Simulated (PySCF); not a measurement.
Geometries of 2 isomers of CH4BClO, from PySCF, PBE0-D3(BJ)/def2-SVP geometry optimisation, gas phase. One conformer each, no zero-point energy, no frequencies.

Question: Which is lower in electronic energy at this level?
A.
```xyz
8
angstrom
C     -1.008    0.274    0.196
O     -0.050   -0.758    0.204
B      1.261   -0.641   -0.008
Cl     2.032    0.918   -0.350
H     -0.557    1.251   -0.027
H     -1.495    0.313    1.182
H     -1.772    0.041   -0.560
H      1.946   -1.629    0.036
```
B.
```xyz
8
angstrom
C     -0.418    0.554    1.184
B      1.014    1.196    1.168
O      2.157    0.532    0.909
Cl     1.203    2.920    1.539
H     -1.131    1.172    0.618
H     -0.450   -0.473    0.788
H     -0.790    0.530    2.222
H      2.007   -0.397    0.708
```

Answer: B. That is `CB(O)Cl`, 22.2 kcal/mol below the other.

| SMILES | atoms numbered as above | E (Eh) | relative (kcal/mol) | relative (kJ/mol) | dipole (D) |
| --- | --- | --- | --- | --- | --- |
| CB(O)Cl | [CH3:1][B:2]([OH:3])[Cl:4] | -600.33821 | 0.0 | 0.0 | 2.97 |
| COBCl | [CH3:1][O:2][BH:3][Cl:4] | -600.30278 | 22.2 | 93.0 | 1.82 |

As drawn, the lower has an O–H bond, which the higher lacks.
